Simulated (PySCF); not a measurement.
AlCl₃, SMILES [Cl][Al+]([Cl])[Cl] (connectivity only; charge and spin as stated), charge +1, multiplicity 2.

Coordinates come from a PBE0-D3(BJ)/def2-SVP optimisation.

Level of theory: M06-2X/def2-TZVPD (PySCF).

The molecule is in vacuum.

The total energy is -1622.81493 hartree. The point group is C2v. The α spin, highest occupied and lowest empty level is -16.46 and -6.77 eV, the β spin, highest occupied and lowest empty level comes out as -16.45 and -11.59 eV and the dipole moment about the centre of nuclear charge is 0.88 D. The mean static polarisability is 67.0 bohr³ (9.93 Å³). The polarisability, principal values comes out as 42.6, 67.9, 90.6 bohr³ and the ⟨S²⟩ is 0.757 (pure state 0.75).
